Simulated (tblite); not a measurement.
C4H11O2Si (doublet state).
Bonds: C1–C2, C2–C3, C3–C4, C4–O5, C4–O6, O6–Si7. Hydrogens: H8, H9, H10 on C1; H11, H12 on C2; H13, H14 on C3; H15 on O5; H16, H17, H18 on Si7.

Computed with GFN2-xTB (tblite), gas phase: L-BFGS steps from a force-field or distance-geometry start until the largest atomic force falls under 0.01 eV/Å.

Step 1: E = -653.7831 eV
```
atom  x, y, z in Å  |  force x, y, z in eV/Å
C1     -2.9228   -0.2373    0.1503   -0.158  -0.014  -0.007
C2     -1.4713   -0.1556   -0.2965   -0.190   0.020   0.100
C3     -0.5077   -0.3152    0.9018   -0.207   0.013   0.075
C4      0.8984   -0.2187    0.4681    0.012  -0.105   0.260
O5      1.5461   -1.3723    0.0099    0.093   0.498   0.010
O6      1.5263    0.9747    0.5254    0.665  -0.717  -0.390
Si7     3.1021    1.2279    0.0735    0.254  -0.111  -0.002
H8     -3.5768   -0.1142   -0.7096   -0.073  -0.036   0.017
H9     -3.1326   -1.2034    0.6120    0.013   0.097  -0.040
H10    -3.1597    0.5472    0.8692    0.074  -0.068  -0.040
H11    -1.2945    0.8071   -0.7820    0.064  -0.049   0.085
H12    -1.2774   -0.9395   -1.0334    0.051   0.018   0.042
H13    -0.7219    0.4568    1.6481    0.037   0.051  -0.172
H14    -0.6927   -1.2845    1.3879   -0.002   0.053  -0.129
H15     0.9389   -2.1314    0.0168    0.178   0.529   0.076
H16     4.0104    0.4124    0.9182   -0.258   0.086  -0.225
H17     3.2804    0.9083   -1.3578   -0.069  -0.061   0.234
H18     3.4460    2.6439    0.2730   -0.485  -0.204   0.107
```

Step 2: E = -653.8376 eV
```
atom  x, y, z in Å  |  force x, y, z in eV/Å
C1     -2.9309   -0.2367    0.1516    0.157  -0.061  -0.154
C2     -1.4755   -0.1566   -0.2931   -0.177   0.082  -0.026
C3     -0.5120   -0.3115    0.9040   -0.146  -0.200  -0.072
C4      0.8931   -0.2160    0.4789    0.304  -0.426   0.076
O5      1.5536   -1.3594    0.0084   -0.187   0.324   0.058
O6      1.5470    0.9499    0.5127    0.344  -0.155  -0.159
Si7     3.1096    1.2253    0.0743    0.205  -0.145  -0.142
H8     -3.5783   -0.1154   -0.7084   -0.158  -0.013  -0.065
H9     -3.1317   -1.1997    0.6103   -0.056  -0.057   0.039
H10    -3.1568    0.5437    0.8666   -0.021   0.104   0.112
H11    -1.2923    0.8064   -0.7798    0.018  -0.077   0.098
H12    -1.2759   -0.9387   -1.0322    0.019   0.028   0.079
H13    -0.7201    0.4567    1.6415   -0.058   0.240   0.052
H14    -0.6931   -1.2842    1.3845   -0.018   0.062  -0.083
H15     0.9427   -2.1167    0.0193    0.263   0.479   0.038
H16     4.0021    0.4153    0.9110   -0.041  -0.053  -0.069
H17     3.2782    0.9066   -1.3505   -0.005  -0.074   0.087
H18     3.4316    2.6372    0.2761   -0.443  -0.060   0.130
```

Step 3: E = -653.8673 eV
```
atom  x, y, z in Å  |  force x, y, z in eV/Å
C1     -2.9342   -0.2370    0.1500    0.164  -0.029  -0.110
C2     -1.4808   -0.1564   -0.2916   -0.044   0.063  -0.093
C3     -0.5163   -0.3115    0.9035   -0.043  -0.105  -0.058
C4      0.8928   -0.2200    0.4888    0.353  -0.301   0.067
O5      1.5571   -1.3463    0.0075   -0.073   0.156  -0.015
O6      1.5668    0.9303    0.5013   -0.013   0.148   0.019
Si7     3.1185    1.2210    0.0720    0.134  -0.112  -0.189
H8     -3.5822   -0.1165   -0.7088   -0.169  -0.003  -0.076
H9     -3.1321   -1.1984    0.6099   -0.078  -0.102   0.054
H10    -3.1552    0.5431    0.8668   -0.052   0.112   0.106
H11    -1.2906    0.8047   -0.7765   -0.010  -0.033   0.071
H12    -1.2746   -0.9374   -1.0298   -0.006   0.013   0.060
H13    -0.7200    0.4610    1.6379   -0.080   0.210   0.073
H14    -0.6939   -1.2835    1.3809   -0.051   0.019  -0.026
H15     0.9497   -2.0984    0.0217    0.143   0.197   0.009
H16     3.9961    0.4160    0.9052    0.158  -0.178   0.068
H17     3.2767    0.9038   -1.3443    0.062  -0.096  -0.098
H18     3.4134    2.6316    0.2806   -0.395   0.043   0.138
```

Question: Estimate the geometry and energy of step 4. (The exact step hangs on the optimiser's Hessian estimate; all steps are aligned on step 3, rigid shifts and turns removed.)

Answer: E = -653.8814 eV, largest force 0.389 eV/Å
```
atom  x, y, z in Å  |  force x, y, z in eV/Å
C1     -2.9343   -0.2372    0.1480    0.040  -0.004  -0.036
C2     -1.4834   -0.1557   -0.2924    0.046   0.025  -0.055
C3     -0.5186   -0.3118    0.9025    0.061   0.008  -0.015
C4      0.8972   -0.2248    0.4959    0.199  -0.063   0.160
O5      1.5596   -1.3378    0.0060    0.078  -0.015  -0.107
O6      1.5760    0.9224    0.4959   -0.125   0.246   0.070
Si7     3.1250    1.2173    0.0678    0.059  -0.087  -0.116
H8     -3.5868   -0.1172   -0.7101   -0.118  -0.005  -0.025
H9     -3.1335   -1.1993    0.6105   -0.062  -0.055   0.024
H10    -3.1551    0.5441    0.8682   -0.041   0.048   0.038
H11    -1.2898    0.8037   -0.7738   -0.014   0.030   0.026
H12    -1.2741   -0.9366   -1.0277   -0.010  -0.017   0.012
H13    -0.7211    0.4660    1.6368   -0.062   0.114   0.012
H14    -0.6954   -1.2832    1.3789   -0.069   0.007   0.000
H15     0.9547   -2.0871    0.0230    0.062   0.021  -0.007
H16     3.9960    0.4132    0.9035    0.218  -0.202   0.094
H17     3.2771    0.9008   -1.3432    0.098  -0.112  -0.206
H18     3.3977    2.6296    0.2852   -0.361   0.061   0.130
```

The energy changes by -0.0141 eV. The first-order estimate −F·Δx gives -0.0191 eV and the mean of the old and new forces, exact on a quadratic surface, -0.0140 eV. The step makes an angle of 49° with the force vector and moves no atom by more than 0.016 Å.

The cost below is that of the whole relaxation. Hardware: Arm Neoverse V2, one thread, shared host with 96 logical CPUs at a one-minute load of 21. Cost: 0.54 s of wall time.
